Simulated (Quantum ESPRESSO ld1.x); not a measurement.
Task: All-electron atom: Se II in [Ar] 3d10 4s1 4p4 (not the ground configuration). All-electron calculation, Dirac Kohn-Sham, revPBE, spin-unpolarised, spherical densities, point nucleus; open shells are shared between the two j in proportion to 2j + 1. Program: ld1.x of Quantum ESPRESSO 7.5.

Spin-orbit splittings of the eigenvalues, e(l+1/2) - e(l-1/2), with zeta = 2 splitting/(2l+1) and mean radii in bohr:

| shell | occ. | splitting (eV) | zeta (eV) | <r> j=l-1/2 | <r> j=l+1/2 |
|---|---|---|---|---|---|
| 2p | 6 | 41.76 | 27.84 | 0.1685 | 0.1723 |
| 3p | 6 | ? | ? | 0.5821 | 0.5926 |
| 3d | 10 | 0.8968 | 0.3587 | 0.6261 | 0.6303 |
| 4p | 4 | 0.4553 | 0.3035 | 2.068 | 2.104 |

Estimate the 3p splitting.

Result: 5.872 eV (zeta = 3.915 eV).
